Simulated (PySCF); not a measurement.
Isomers of C7H12, from PBE0-D3(BJ)/def2-SVP geometry optimisation, gas phase (PySCF). One conformer each, no zero-point energy, no frequencies.

Task: Which is lowest in electronic energy at this level?
A. `C1C[C@H]2C[C@@H](C1)C2`: A = 3811, B = 3208, C = 2504 MHz, dipole 0.09 D
B. `[CH3:1][CH2:2][CH2:3][C:4]1=[CH:5][CH2:6][CH2:7]1` with C1–C2–C3–C4 -63°, C2–C3–C4–C5 121°: A = 5186, B = 1553, C = 1527 MHz, dipole 0.39 D
C. `[CH:1]#[C:2][CH2:3][C@@H:4]([CH3:5])[CH2:6][CH3:7]` with C2–C3–C4–C5 -66°, C3–C4–C6–C7 57°: A = 3027, B = 2031, C = 1520 MHz, dipole 0.66 D
D. `CC#CC(C)(C)C` (4,4-dimethyl-2-pentyne): A = 4428, B = 1360, C = 1360 MHz, dipole 0.19 D
E. `[CH:1]#[C:2][C@@H:3]([CH3:4])[CH:5]([CH3:6])[CH3:7]` with C2–C3–C5–C6 63°: A = 2958, B = 2188, C = 1716 MHz, dipole 0.65 D
F. `[CH2:1]=[C:2]1[CH2:3][CH2:4][CH2:5][CH2:6][CH2:7]1` with C1–C2–C3–C4 125°, C2–C3–C4–C5 53°, C3–C4–C5–C6 -55°, C4–C5–C6–C7 55° (methylenecyclohexane): A = 4121, B = 2485, C = 1753 MHz, dipole 0.64 D

Result: F. That is methylenecyclohexane, `C=C1CCCCC1`, 6.7 kcal/mol below the next.

```tsv
SMILES	mapped SMILES	E (Eh)	relative (kcal/mol)	relative (kJ/mol)	dipole (D)
C=C1CCCCC1	[CH2:1]=[C:2]1[CH2:3][CH2:4][CH2:5][CH2:6][CH2:7]1	-273.44857	0.0	0.0	0.64
C1C[C@H]2C[C@@H](C1)C2	[CH2:1]1[CH2:2][C@H:3]2[CH2:4][C@@H:5]([CH2:6]1)[CH2:7]2	-273.43793	6.7	27.9	0.09
CCCC1=CCC1	[CH3:1][CH2:2][CH2:3][C:4]1=[CH:5][CH2:6][CH2:7]1	-273.40560	27.0	112.8	0.39
CC#CC(C)(C)C	[CH3:1][C:2]#[C:3][C:4]([CH3:5])([CH3:6])[CH3:7]	-273.39352	34.5	144.5	0.19
C#C[C@@H](C)C(C)C	[CH:1]#[C:2][C@@H:3]([CH3:4])[CH:5]([CH3:6])[CH3:7]	-273.38342	40.9	171.1	0.65
C#CC[C@@H](C)CC	[CH:1]#[C:2][CH2:3][C@@H:4]([CH3:5])[CH2:6][CH3:7]	-273.38333	40.9	171.3	0.66
```

As drawn, the lowest has a C=C bond outside aromatic rings, which the highest lacks; the highest has a C≡C bond, which the lowest lacks.
